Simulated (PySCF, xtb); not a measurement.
C3H6BNO, SMILES CC#CB(N)O.

GFN2-xTB (xtb) at its own geometry gives an orbital gap of 5.33 eV and a dipole moment of 1.21 D.

The structure is a stationary point at ωB97X-D3(BJ)/def2-SVP. The structure was generated by enumeration, and PubChem lists no compound with its InChIKey, so it may never have been made. The values are those of a single conformer.

Problem. What does PBE/def2-TZVP run with PySCF give? (An estimate is asked for; the answer gives what the named calculation found.)

Solution. gap 5.29 eV (levels -6.04 and -0.76 eV), dipole 1.59 D.
